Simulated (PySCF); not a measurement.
**Correlation energy of Au⁺ (gold, charge +1)**

[Xe] 4f14 5d10, closed-shell 1S. Calculation: PySCF 2.14, in x2c-TZVPPall (11s7p7d3f1g, 97 functions); scalar relativity by spin-free X2C-1e. Frozen: [Kr] 4d10 4f14; 18 electrons correlated.

```
  level  correlation energy (mhartree)
   CCSD                        -511.41
    (T)                         -14.44
CCSD(T)                        -525.85
```

Diagnostics: T1 = 0.0057, D1 = 0.0105, largest double amplitude 0.022.

Cost of the coupled-cluster step: roughly 7 core-seconds, for 18 correlated electrons.

This basis was not built for core-valence correlation, so the inner-shell part is incomplete.
